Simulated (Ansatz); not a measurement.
NH3 (SMILES N), charge 0, multiplicity 1, relaxed at each level with Ansatz (a quantum-chemistry and plane-wave program); harmonic frequencies from differences of analytic forces, average atomic masses, frozen cores.

**Question.** Give the equilibrium geometry, the harmonic frequencies and the zero-point energy at B3LYP/def2-TZVPP.

**Answer.** 
(charge 0, multiplicity 1):
```xyz
4

N      0.000    -0.001     0.115
H     -0.584    -0.736    -0.266
H     -0.348     0.876    -0.253
H      0.930    -0.134    -0.266
```
Frequencies (cm⁻¹): 1035, 1669, 1669, 3471, 3592, 3592. Zero-point energy 21.48 kcal/mol.

**Question.** Give the equilibrium geometry, the harmonic frequencies and the zero-point energy at CCSD(T)/cc-pVTZ.

**Answer.** 
(charge 0, multiplicity 1):
| atom | x (Å) | y (Å) | z (Å) |
|---|---|---|---|
| N | 0.0004 | -0.0011 | 0.1306 |
| H | -0.5795 | -0.7297 | -0.2709 |
| H | -0.3453 | 0.8692 | -0.2587 |
| H | 0.9223 | -0.1330 | -0.2709 |
Frequencies (cm⁻¹): 1109, 1688, 1688, 3472, 3597, 3597. Zero-point energy 21.66 kcal/mol.
